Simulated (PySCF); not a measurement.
# UHF on Fe (iron, neutral)

Configuration: [Ar] 3d5 4s2 5s1, high-spin 7S determinant (an excited configuration). All numbers are calculated (PySCF 2.14, the spin-free X2C one-electron Hamiltonian (Gaussian nucleus), in x2c-QZVPPall with one added diffuse shell each of s, p, d, f, g type (12s8p6d5f3g, 128 functions)).

```
Total energy                        : -1271.154396 hartree
One-electron energy                 : -1745.6755 hartree
Hartree (Coulomb) energy            : 529.2431 hartree
Exchange energy                     : -54.7220 hartree
⟨S²⟩                                : 12.0070
⟨L²⟩                                : 0.000
Sum of ⟨r⟩                          : 27.23 bohr
Sum of ⟨r²⟩                         : 103.1 bohr²
Langevin diamagnetic susceptibility : -81.7 ×10⁻⁶ cm³/mol
```

| shell | electrons | mean orbital energy (hartree) | rms radius, mean of both spins (bohr) |
| --- | --- | --- | --- |
| 1s α | 1 | -264.11454 | 0.0675 |
| 1s β | 1 | -264.11336 | 0.0675 |
| 2s α | 1 | -32.97331 | 0.288 |
| 2s β | 1 | -32.81033 | 0.288 |
| 2p α | 3 | -28.03421 | 0.260 |
| 2p β | 3 | -27.87291 | 0.260 |
| 3s α | 1 | -4.90198 | 0.862 |
| 3s β | 1 | -4.43880 | 0.862 |
| 3p α | 3 | -3.43649 | 0.923 |
| 3p β | 3 | -2.87982 | 0.923 |
| 3d α | 5 | -1.11790 | 1.10 |
| 4s α | 1 | -0.49176 | 2.88 |
| 4s β | 1 | -0.43635 | 2.88 |
| 5s α | 1 | -0.09310 | 8.56 |

The outer electron is Rydberg-like, and this basis confines it to a smaller radius and binds it less than a complete one would.

Densities and radii are taken from the X2C orbitals without a picture-change correction, which distorts them close to the nucleus.

Spin-orbit constants ζ (cm⁻¹) from the X2C one-electron operator on these orbitals: bare nucleus, nucleus screened by l(l+1)(2l+1)/3 electrons, and screened by the Breit-Pauli mean field of the electrons.

```json
{"shell": "2p", "bare": "70620", "screened nucleus": "65190", "mean field": "n/a"}
{"shell": "3p", "bare": "8784", "screened nucleus": "8108", "mean field": "n/a"}
{"shell": "3d", "bare": "843.9", "screened nucleus": "519.3", "mean field": "n/a"}
```
